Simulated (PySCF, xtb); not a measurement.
Si(H)(NCO)(OH)2 (CH3NO3Si), SMILES O=C=N[SiH](O)O.

GFN2-xTB run with xtb 6.7.1 at its own geometry gives an orbital gap of 6.23 eV and a dipole moment of 2.80 D.

Geometry: B3LYP-D3(BJ)/def2-SVP. This is a generated structure with no PubChem entry under its InChIKey; it may be hypothetical. The values are those of a single conformer.

Task: What does CAM-B3LYP/def2-TZVP (PySCF) give? (Estimate from the structure and the level; the computed values follow.)

Result: gap 11.45 eV (levels -10.29 and 1.16 eV), dipole 1.67 D.
